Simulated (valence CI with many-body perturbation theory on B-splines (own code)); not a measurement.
## Ag XLIII: calculated level list

Computed by configuration interaction combined with many-body perturbation theory (CI+MBPT): three valence electrons over a frozen Dirac-Fock core [He], radial functions for each j: 11 s, 11 p, 9 d, 7 f, 5 g, 2 h, 1 i, with the one-electron correlation potential Σ1, the two-electron term Σ2, the three-electron term Σ3, Breit, model QED; selected CI, second order for the rest (own B-spline code, finite nucleus).

The last digits are not significant, and no measured levels were compared; by estimate large intervals hold to a few tenths of a per cent, small ones and those within an open d or f shell to about a per cent.

Levels 46 to 90 of 99, with energies above the lowest level, (2s^2 2p1/2) J=1/2. "Leading %" is the weight of the configuration and term that name the level; weights of strongly mixed levels are sums over their largest components and can fall short. In the jj column 3d3/2^4 stands for four electrons in 3d with j = 3/2.

| No. | Configuration | Term | J | E (eV) | Leading % | Second component | g | Leading jj |
| --- | --- | --- | --- | --- | --- | --- | --- | --- |
| 46 | 2s2p3s | ²P° | 3/2 | 4150.6 | 84 | 12 % 2s2p3s ⁴P° | 1.370 | 2s 2p3/2 3s (95 %) |
| 47 | 2p²3p | ²P° | 3/2 | 4168.7 | 28 | 24 % 2p²3p ⁴D° | 1.333 | 2p1/2^2 3p3/2 (93 %) |
| 48 | 2s2p3p | ⁴D | 7/2 | 4186.2 | 100 |  | 1.418 | 2s 2p3/2 3p3/2 (100 %) |
| 49 | 2s2p3p | ²P | 3/2 | 4189.5 | 53 | 27 % 2s2p3p ⁴S | 1.450 | 2s 2p3/2 3p3/2 (88 %) |
| 50 | 2p²3d | ⁴F | 3/2 | 4194.6 | 25 | 18 % 2p²3d ²D | 0.859 | 2p1/2^2 3d3/2 (67 %) |
| 51 | 2s2p3p | ²P | 1/2 | 4195.0 | 60 | 18 % 2s2p3p ²S | 1.120 | 2s 2p3/2 3p1/2 (93 %) |
| 52 | 2s2p3p | ²D | 3/2 | 4198.3 | 40 | 12 % 2s2p3p ²P | 0.938 | 2s 2p3/2 3p1/2 (62 %) |
| 53 | 2s2p3p | ²D | 5/2 | 4201.9 | 47 | 45 % 2s2p3p ⁴P | 1.381 | 2s 2p3/2 3p3/2 (95 %) |
| 54 | 2s2p3p | ²S | 1/2 | 4203.5 | 57 | 27 % 2s2p3p ²P | 1.531 | 2s 2p3/2 3p3/2 (89 %) |
| 55 | 2p²3d | ²D | 5/2 | 4219.8 | 29 | 21 % 2p²3d ⁴D | 1.199 | 2p1/2^2 3d5/2 (96 %) |
| 56 | 2s2p3d | ⁴D° | 5/2 | 4229.1 | 48 | 20 % 2s2p3d ⁴F° | 1.247 | 2s 2p3/2 3d3/2 (97 %) |
| 57 | 2s2p3d | ⁴P° | 3/2 | 4231.7 | 44 | 40 % 2s2p3d ⁴D° | 1.374 | 2s 2p3/2 3d3/2 (96 %) |
| 58 | 2s2p3d | ⁴F° | 7/2 | 4232.0 | 46 | 41 % 2s2p3d ⁴D° | 1.293 | 2s 2p3/2 3d3/2 (73 %) |
| 59 | 2s2p3d | ⁴P° | 1/2 | 4233.1 | 84 | 12 % 2s2p3d ⁴D° | 2.284 | 2s 2p3/2 3d3/2 (96 %) |
| 60 | 2s2p3d | ⁴F° | 9/2 | 4234.8 | 100 |  | 1.324 | 2s 2p3/2 3d5/2 (100 %) |
| 61 | 2p²3s | ⁴P | 3/2 | 4239.4 | 75 | 11 % 2p²3s ²P | 1.605 | 2p1/2 2p3/2 3s (86 %) |
| 62 | 2s2p3p | ²D | 5/2 | 4242.0 | 56 | 17 % 2p²3s ²D | 1.281 | 2s 2p3/2 3p3/2 (72 %) |
| 63 | 2s2p3d | ²D° | 5/2 | 4250.1 | 45 | 32 % 2s2p3d ⁴P° | 1.303 | 2s 2p3/2 3d5/2 (99 %) |
| 64 | 2p²3s | ²P | 1/2 | 4251.0 | 56 | 28 % 2p²3s ⁴P | 1.336 | 2p1/2 2p3/2 3s (84 %) |
| 65 | 2s2p3p | ²P | 3/2 | 4251.5 | 31 | 27 % 2p²3s ²D | 1.190 | 2p1/2 2p3/2 3s (50 %) |
| 66 | 2s2p3d | ²D° | 3/2 | 4254.5 | 43 | 26 % 2s2p3d ²P° | 1.140 | 2s 2p3/2 3d5/2 (89 %) |
| 67 | 2s2p3d | ²F° | 7/2 | 4260.3 | 76 | 24 % 2s2p3d ⁴D° | 1.202 | 2s 2p3/2 3d5/2 (73 %) |
| 68 | 2s2p3p | ²S | 1/2 | 4261.3 | 61 | 21 % 2s2p3p ²P | 1.687 | 2s 2p3/2 3p3/2 (91 %) |
| 69 | 2p²3s | ²D | 5/2 | 4261.8 | 39 | 31 % 2p²3s ⁴P | 1.316 | 2p1/2 2p3/2 3s (69 %) |
| 70 | 2p²3s | ²D | 3/2 | 4267.5 | 35 | 26 % 2s2p3p ²P | 1.089 | 2p1/2 2p3/2 3s (58 %) |
| 71 | 2s2p3d | ²P° | 1/2 | 4269.4 | 77 | 12 % 2s2p3d ⁴D° | 0.727 | 2s 2p3/2 3d5/2 (93 %) |
| 72 | 2p²3p | ⁴P° | 1/2 | 4276.8 | 43 | 27 % 2p²3p ⁴D° | 1.676 | 2p1/2 2p3/2 3p1/2 (93 %) |
| 73 | 2p²3p | ⁴D° | 3/2 | 4280.8 | 50 | 22 % 2p²3p ²D° | 1.141 | 2p1/2 2p3/2 3p1/2 (91 %) |
| 74 | 2s2p3d | ²F° | 5/2 | 4283.7 | 38 | 23 % 2p²3p ²F° | 0.992 | 2s 2p3/2 3d3/2 (55 %) |
| 75 | 2s2p3d | ²D° | 3/2 | 4292.0 | 67 | 19 % 2s2p3d ²P° | 0.913 | 2s 2p3/2 3d3/2 (82 %) |
| 76 | 2s2p3d | ²P° | 1/2 | 4296.4 | 87 | 11 % 2s2p3d ⁴D° | 0.623 | 2s 2p3/2 3d3/2 (95 %) |
| 77 | 2s2p3d | ²F° | 5/2 | 4296.7 | 30 | 21 % 2p²3p ²F° | 1.038 | 2p1/2 2p3/2 3p1/2 (54 %) |
| 78 | 2s2p3d | ²F° | 7/2 | 4298.4 | 80 | 9 % 2s2p3d ⁴D° | 1.171 | 2s 2p3/2 3d5/2 (95 %) |
| 79 | 2s2p3d | ²D° | 5/2 | 4308.5 | 66 | 24 % 2s2p3d ²F° | 1.137 | 2s 2p3/2 3d5/2 (94 %) |
| 80 | 2s2p3d | ²P° | 3/2 | 4311.3 | 81 | 6 % 2s2p3d ⁴D° | 1.297 | 2s 2p3/2 3d5/2 (94 %) |
| 81 | 2p²3p | ²P° | 3/2 | 4313.3 | 39 | 26 % 2p²3p ²D° | 1.357 | 2p1/2 2p3/2 3p1/2 (96 %) |
| 82 | 2p²3p | ⁴D° | 5/2 | 4334.9 | 53 | 34 % 2p²3p ⁴P° | 1.417 | 2p1/2 2p3/2 3p3/2 (99 %) |
| 83 | 2p²3p | ⁴P° | 1/2 | 4338.6 | 36 | 32 % 2p²3p ²P° | 1.670 | 2p1/2 2p3/2 3p3/2 (98 %) |
| 84 | 2p²3p | ²D° | 3/2 | 4343.4 | 50 | 28 % 2p²3p ⁴P° | 1.188 | 2p1/2 2p3/2 3p3/2 (98 %) |
| 85 | 2p²3p | ²F° | 7/2 | 4349.2 | 57 | 40 % 2p²3p ⁴D° | 1.247 | 2p1/2 2p3/2 3p3/2 (97 %) |
| 86 | 2p²3p | ²P° | 3/2 | 4357.3 | 42 | 27 % 2p²3p ⁴S° | 1.388 | 2p1/2 2p3/2 3p3/2 (98 %) |
| 87 | 2p²3p | ²D° | 5/2 | 4364.8 | 56 | 21 % 2p²3p ²F° | 1.183 | 2p1/2 2p3/2 3p3/2 (97 %) |
| 88 | 2p²3d | ⁴F | 3/2 | 4369.6 | 43 | 30 % 2p²3d ²P | 0.932 | 2p1/2 2p3/2 3d3/2 (98 %) |
| 89 | 2p²3d | ⁴F | 5/2 | 4370.9 | 54 | 40 % 2p²3d ²F | 0.969 | 2p1/2 2p3/2 3d3/2 (97 %) |
| 90 | 2p²3d | ⁴D | 1/2 | 4372.7 | 80 | 14 % 2p²3d ²P | 0.221 | 2p1/2 2p3/2 3d3/2 (100 %) |
